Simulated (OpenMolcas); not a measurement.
# Which level was it?

C4H4Si has 9 atoms, charge 0, and is taken as a singlet. As SMILES, `C#C[SiH2]C#C`. The shape is that of a PBE0-D4/def2-TZVP optimisation.

```xyz
9

C     1.9861   -0.0680    1.6930
C     1.2450   -0.3182    0.7758
Si    0.1395   -0.7138   -0.6164
C    -1.2529    0.4596   -0.6484
C    -2.1806    1.2287   -0.6817
H     2.6396    0.1556    2.5051
H     0.8961   -0.6114   -1.8858
H    -0.3846   -2.0893   -0.4501
H    -2.9998    1.9103   -0.7086
```

A calculation with OpenMolcas 26.06 gave:

The total energy is -444.2531 Eh, the dipole moment is 0.58 D and the HOMO energy is -6.91 eV. The LUMO energy is -0.93 eV. The HOMO–LUMO gap is 5.98 eV and the largest force is 1.693 eV/Å.

Q: Which of these levels gave the numbers?
A. B2PLYP/cc-pVDZ
B. HF/3-21G
C. TPSS/cc-pVDZ
D. r2SCAN/cc-pVDZ

A: C. The others give -440.2425 Eh (HF/3-21G), -444.0687 Eh (r2SCAN/cc-pVDZ), -443.9054 Eh (B2PLYP/cc-pVDZ).
